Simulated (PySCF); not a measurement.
Below is a simulated gas-phase C 1s photoelectron spectrum of `C=[CH][Al]([CH2]C)[CH2]C` (AlEt2(vinyl)).

Every computed line was given a Gaussian of 0.8 eV full width at half maximum and an area set by the number of equivalent atoms; the highest printed point is 100. Method: delta-SCF UKS SCAN, pcX-2 on the ionised atom, pcseg-1 elsewhere, spin-free X2C in PySCF 2.14.0.

```csv
binding energy (eV),intensity
288.2,0
288.3,1
288.4,1
288.5,3
288.6,6
288.7,12
288.8,21
288.9,34
289.0,49
289.1,67
289.2,83
289.3,95
289.4,100
289.5,98
289.6,90
289.7,79
289.8,71
289.9,68
290.0,71
290.1,79
290.2,89
290.3,97
290.4,99
290.5,93
290.6,82
290.7,66
290.8,49
290.9,33
291.0,21
291.1,12
291.2,6
291.3,3
291.4,1
291.5,1
291.6,0
```

Question: How many maxima does the curve show, and how many computed lines lie under it?

Answer: The curve has 2 maxima (at 289.4 and 290.4 eV). Under it lie 4 lines from 4 inequivalent carbon sites. At this width some lines have no maximum of their own.

Question: Decompose the envelope and assign each component. Bonds: Al1–C2, Al1–C9, Al1–C16, C2–C3, C9–C10, C16–C17. Hydrogens: H4, H5 on C2; H6, H7, H8 on C3; H11, H12 on C9; H13, H14, H15 on C10; H18 on C16; H19, H20 on C17.

Answer: 
```json
{"position (eV)": "289.38", "relative area": "2", "line": "C 1s", "atoms": "C2/C9", "environment": "carbon bonded to Al, C and 2 H"}
{"position (eV)": "289.43", "relative area": "1", "line": "C 1s", "atoms": "C16", "environment": "carbon bonded to Al, C and H"}
{"position (eV)": "290.31", "relative area": "1", "line": "C 1s", "atoms": "C17", "environment": "carbon bonded to C and 2 H"}
{"position (eV)": "290.44", "relative area": "2", "line": "C 1s", "atoms": "C3/C10", "environment": "carbon bonded to C and 3 H"}
```

Question: What are the centre and the root-mean-square width of the whole band?

Answer: The area-weighted mean of the lines is 289.90 eV. Their own spread about it is 0.50 eV (rms) and each Gaussian has σ = 0.8/2.355 = 0.34 eV; the variances add, which gives 0.60 eV.

Lowest listed C 1s: C2/C9, bonded to C, 2 H and Al. Highest, 1.06 eV above it: C3/C10, bonded to C and 3 H. The values 289.38 and 289.43 eV lie too close for their order to be trusted.

The curve has no shake-up lines and no vibrational structure. Topologically equivalent atoms share the value of their first member; where this conformer doesn't relate them by symmetry, their own values could differ. One conformer (not necessarily the lowest) at the PBE0-D3(BJ)/def2-SVP geometry, without solvent, vibrations or thermal averaging.
